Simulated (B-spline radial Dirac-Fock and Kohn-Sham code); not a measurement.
**Ta⁴⁺: eigenvalues, ΔSCF and the reference**

System: the Ta⁴⁺ ion, configuration 1s2 2s2 2p6 3s2 3p6 3d10 4s2 4p6 4d10 4f14 5s2 5p6 5d1.

The density-functional columns are spherical, spin-unpolarised Dirac-Kohn-Sham results without Breit or QED terms: −ε is minus the orbital energy of the initial state and ΔSCF the difference of two total energies. The reference in the last column comes from Dirac-Fock (average of configuration) total-energy differences with a finite nucleus, the Breit interaction including its frequency dependence, and self-energy and vacuum-polarisation corrections. All numbers are from an atomic code on a B-spline grid, in eV; a selection of levels is shown. For the 1s level of heavy atoms much of the gap between ΔSCF and the reference is the Breit and QED part, -333.7 eV here; for other levels the error of the functional can be larger.

```
     level   LDA −ε  LDA ΔSCF   PBE −ε  PBE ΔSCF  Dirac-Fock
    K (1s)  67239.7   67785.0  67296.7   67843.8     67462.9
   L1 (2s)  11582.2   11682.6  11590.4   11690.4     11740.6
L2 (2p1/2)  11077.2   11206.0  11080.9   11209.6     11189.2
L3 (2p3/2)   9808.4    9919.8   9810.7    9921.9      9933.3
   M1 (3s)   2685.3    2714.8   2687.6    2716.9      2767.0
M2 (3p1/2)   2459.8    2491.4   2460.6    2492.2      2524.2
M3 (3p3/2)   2186.7    2215.5   2187.2    2215.9      2250.4
M4 (3d3/2)   1803.5    1838.1   1803.3    1837.9      1845.8
M5 (3d5/2)   1744.0    1777.5   1743.7    1777.3      1787.3
   N1 (4s)    580.6     595.0    581.6     595.9       624.1
N2 (4p1/2)    487.5     501.8    487.9     502.2       523.6
N3 (4p3/2)    424.4     438.3    425.0     438.8       460.6
N4 (4d3/2)    270.9     284.5    270.9     284.5       295.3
N5 (4d5/2)    259.4     272.8    259.4     272.8       283.7
N6 (4f5/2)    68.36     80.68    67.97     80.28       76.67
N7 (4f7/2)    66.37     78.59    65.98     78.19       74.79
   O1 (5s)    115.0     124.1    114.7     123.8       126.9
O2 (5p1/2)    87.53     96.09    87.14     95.68       94.39
O3 (5p3/2)    78.29     86.40    77.99     86.08       85.14
 O4,5 (5d)    41.44     47.84    41.11     47.52       46.68
```

Q: Order the estimates of the K (1s) level by their distance from the Dirac-Fock value, nearest first.
A. LDA ΔSCF
B. LDA −ε
C. PBE ΔSCF
D. PBE −ε

A: D (166.2 eV), B (223.1 eV), A (322.1 eV), C (380.9 eV).

An eigenvalue near the reference for a deep level is a cancellation of errors: it lacks relaxation, carries self-interaction and omits Breit and QED terms.

Values without a named source are computed, but for edge energies of neutral atoms, which are taken from tables.
